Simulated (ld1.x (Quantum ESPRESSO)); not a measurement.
Reading a pseudo-wave (Be)

Columns: radius, all-electron u(r) and pseudo u(r) of the 2s shell (level -5.61 eV) of beryllium in the configuration [He] 2s2 2p0; revPBE, scalar-relativistic, RRKJ scheme, ld1.x (Quantum ESPRESSO) 7.5.

```json
{"r (bohr)": "0.152", "all-electron": "0.2356", "pseudo": "-0.0481"}
{"r (bohr)": "0.305", "all-electron": "0.2259", "pseudo": "-0.0956"}
{"r (bohr)": "0.458", "all-electron": "0.1197", "pseudo": "-0.1415"}
{"r (bohr)": "0.610", "all-electron": "-0.0150", "pseudo": "-0.1874"}
{"r (bohr)": "0.762", "all-electron": "-0.1489", "pseudo": "-0.2384"}
{"r (bohr)": "0.915", "all-electron": "-0.2698", "pseudo": "-0.3012"}
{"r (bohr)": "1.068", "all-electron": "-0.3721", "pseudo": "-0.3774"}
{"r (bohr)": "1.220", "all-electron": "-0.4563", "pseudo": "-0.4564"}
{"r (bohr)": "1.372", "all-electron": "-0.5233", "pseudo": "-0.5233"}
{"r (bohr)": "1.525", "all-electron": "-0.5736", "pseudo": "-0.5736"}
{"r (bohr)": "1.678", "all-electron": "-0.6082", "pseudo": "-0.6082"}
{"r (bohr)": "1.830", "all-electron": "-0.6291", "pseudo": "-0.6291"}
{"r (bohr)": "1.982", "all-electron": "-0.6384", "pseudo": "-0.6384"}
{"r (bohr)": "2.135", "all-electron": "-0.6380", "pseudo": "-0.6380"}
{"r (bohr)": "2.288", "all-electron": "-0.6295", "pseudo": "-0.6295"}
{"r (bohr)": "2.440", "all-electron": "-0.6148", "pseudo": "-0.6148"}
{"r (bohr)": "2.592", "all-electron": "-0.5953", "pseudo": "-0.5953"}
{"r (bohr)": "2.745", "all-electron": "-0.5718", "pseudo": "-0.5718"}
{"r (bohr)": "2.898", "all-electron": "-0.5458", "pseudo": "-0.5458"}
{"r (bohr)": "3.050", "all-electron": "-0.5183", "pseudo": "-0.5183"}
{"r (bohr)": "3.202", "all-electron": "-0.4898", "pseudo": "-0.4898"}
{"r (bohr)": "3.355", "all-electron": "-0.4609", "pseudo": "-0.4609"}
{"r (bohr)": "3.508", "all-electron": "-0.4321", "pseudo": "-0.4321"}
{"r (bohr)": "3.660", "all-electron": "-0.4041", "pseudo": "-0.4041"}
{"r (bohr)": "3.812", "all-electron": "-0.3770", "pseudo": "-0.3770"}
{"r (bohr)": "3.965", "all-electron": "-0.3509", "pseudo": "-0.3509"}
```

Question: How many radial nodes do the two functions have?

Answer: The all-electron 2s function has n − l − 1 = 1; the pseudo-wave has 0, since the states of the same l below it are removed with the core.

Question: At about which radius was the pseudo-wave matched?

Answer: 1.35 bohr, where the columns begin to agree (steps of 0.15 bohr).

Question: Where does each function peak?

Answer: Outermost all-electron maximum near 1.98 bohr, pseudo maximum near 1.98 bohr (to the table’s step).

Question: Is the pseudo-wave norm-conserving?

Answer: Yes: the RRKJ scheme keeps the norm inside the radius equal to the all-electron one, which fixes the energy derivative of the logarithmic derivative at the level.
